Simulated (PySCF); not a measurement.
Species: CH7AsSi.
Bonds: C1–Si2, Si2–As3. Hydrogens: H4, H5, H6 on C1; H7, H8 on Si2; H9, H10 on As3.

Method: PBE0-D3(BJ)/def2-SVP geometry optimisation, gas phase in PySCF 2.14.0; density fitting, grid level 1; the optimiser is geomeTRIC in internal coordinates, started from a GFN2-xTB structure with every atom displaced at random (about 0.01 Å).

Geometry at step 1:
```
atom  x, y, z in Å
C1     -1.5088   -0.4391   -0.1166
Si2    -0.0219    0.7080   -0.0814
As3     1.8127   -0.3206    1.0297
H4     -2.3557    0.0343   -0.6372
H5     -1.8404   -0.7043    0.9009
H6     -1.2675   -1.3791   -0.6548
H7      0.3585    1.1256   -1.4700
H8     -0.3451    1.9400    0.7130
H9      2.1374   -1.2051   -0.2005
H10     2.7961    0.7659    0.5810
```

Problem. Give the atomic forces at this geometry.

Solution. 
```json
{"atom": "C1", "Fx (eV/Å)": "0.017", "Fy (eV/Å)": "-0.359", "Fz (eV/Å)": "-0.114"}
{"atom": "Si2", "Fx (eV/Å)": "0.080", "Fy (eV/Å)": "0.161", "Fz (eV/Å)": "0.056"}
{"atom": "As3", "Fx (eV/Å)": "0.122", "Fy (eV/Å)": "-0.200", "Fz (eV/Å)": "-0.350"}
{"atom": "H4", "Fx (eV/Å)": "0.016", "Fy (eV/Å)": "0.036", "Fz (eV/Å)": "0.001"}
{"atom": "H5", "Fx (eV/Å)": "0.062", "Fy (eV/Å)": "0.028", "Fz (eV/Å)": "-0.047"}
{"atom": "H6", "Fx (eV/Å)": "-0.061", "Fy (eV/Å)": "0.233", "Fz (eV/Å)": "0.144"}
{"atom": "H7", "Fx (eV/Å)": "-0.050", "Fy (eV/Å)": "-0.009", "Fz (eV/Å)": "0.044"}
{"atom": "H8", "Fx (eV/Å)": "0.011", "Fy (eV/Å)": "-0.034", "Fz (eV/Å)": "-0.069"}
{"atom": "H9", "Fx (eV/Å)": "-0.079", "Fy (eV/Å)": "0.219", "Fz (eV/Å)": "0.316"}
{"atom": "H10", "Fx (eV/Å)": "-0.119", "Fy (eV/Å)": "-0.074", "Fz (eV/Å)": "0.017"}
```

The largest, 0.42 eV/Å, acts on As3; the rms over all components is 0.144 eV/Å. The forces sum to zero within rounding, as they must for an isolated molecule in no field.

Problem. Give the force on As3 in Eh/bohr and in nN.

Solution. 0.421 eV/Å ÷ 51.422 = 0.00819 Eh/bohr, and 0.421 eV/Å × 1.602 = 0.67 nN.

Problem. How far is this geometry from the end of the optimisation?

Solution. 0.010 eV above it, and 0.034 Å rms away after alignment. The bonds farthest from their final lengths, with half the difference of the two atoms' forces along the bond (positive lengthens):

| bond | now (Å) | final (Å) | force along bond (eV/Å) |
| --- | --- | --- | --- |
| As3–H9 | 1.550 | 1.527 | -0.41 |
| C1–H6 | 1.110 | 1.101 | -0.32 |
| As3–H10 | 1.533 | 1.525 | -0.09 |
| Si2–As3 | 2.379 | 2.374 | 0.00 |
| Si2–H8 | 1.501 | 1.497 | -0.11 |
| C1–Si2 | 1.878 | 1.881 | +0.19 |

The angle farthest from its final value is C1–Si2–As3, 110.8° against 108.8°.

What follows is the cost of the whole optimisation. The run took 12 s of wall time on an AMD EPYC 9R45 with one thread, on a shared host, and the process peaked at 0.42 GiB of memory.
